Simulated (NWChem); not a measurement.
## Basis-set dependence for IIn

```xyz
2

In     0.0000     0.0000    -1.4660
I      0.0000     0.0000     1.3554
```
Charge 0, spin multiplicity 1.

The numbers come from NWChem runs, not from measurements. Structure: optimised with B3LYP/def2-SVP with def2 effective core potentials on In, I, a minimum by its harmonic frequencies.

Hartree-Fock energies in Ha, correlation energies in mHa.

Effective core potentials replace the inner electrons of In, I; spin-orbit coupling is left out. The correlated methods keep 8 core orbitals frozen. The structure started from a generated list of species. Coupled-cluster values serve here as a point of comparison, not as the truth.

| basis | functions | RHF | MP2 | SCS-MP2 | CCSD | CR-CCSD[T] | CR-CCSD(T) |
|---|---|---|---|---|---|---|---|
| def2-SVP | 52 | -485.95156 | -178.9 | -170.1 | -197.0 | -202.0 | -201.8 |
| def2-TZVP | 100 | -485.96501 | -757.9 | -670.6 | -722.1 | -736.4 | -735.5 |
| def2-QZVP | 164 | -485.96672 | -1118.1 | -985.9 | not run | not run | not run |

From def2-TZVP to def2-QZVP the Hartree-Fock energy moves by -1.7 mHa and the MP2 correlation energy by -360.2 mHa, which is 32 % of its value in the larger set.
